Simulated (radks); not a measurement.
Values are calculated unless marked as measured or tabulated.
Q: Ge I, 32 electrons, occupied as [Ar] 3d10 4s2 4p2. Code: a radial shooting solver on a logarithmic mesh with Libxc functionals. Model: Dirac Kohn-Sham, exchange-only LDA, spin-unpolarised, spherical densities, finite nucleus; open shells fill j = l - 1/2 first; Fermi nuclear charge, rms radius 4.0742 fm. Some entries of the table are withheld. Estimate them.

orbital,occ.,eigenvalue (eV),<1/r> (bohr^-1),r(max) (bohr)
1s1/2,2,-10935.21,32.34,0.03077
2s1/2,2,-1366.993,7.136,(1)
2p1/2,2,-1217.015,7.106,(2)
2p3/2,4,-1185.218,6.912,(3)
3s1/2,2,-166.0211,2.290,0.5431
3p1/2,2,(4),(5),0.5375
3p3/2,4,(6),(7),0.5461
3d3/2,4,-28.3085,1.786,0.5001
3d5/2,6,-27.7237,1.773,0.5030
4s1/2,2,-10.7544,0.6213,1.737
4p1/2,2,-3.1394,(8),(9)
4p3/2,0,-2.9569,(10),(11)

A: 
(1) 2s1/2 r(max) (bohr): 0.1764
(2) 2p1/2 r(max) (bohr): 0.1392
(3) 2p3/2 r(max) (bohr): 0.1422
(4) 3p1/2 eigenvalue (eV): -116.5920
(5) 3p1/2 <1/r> (bohr^-1): 2.165
(6) 3p3/2 eigenvalue (eV): -112.3051
(7) 3p3/2 <1/r> (bohr^-1): 2.117
(8) 4p1/2 <1/r> (bohr^-1): 0.4510
(9) 4p1/2 r(max) (bohr): 2.195
(10) 4p3/2 <1/r> (bohr^-1): 0.4402
(11) 4p3/2 r(max) (bohr): 2.241
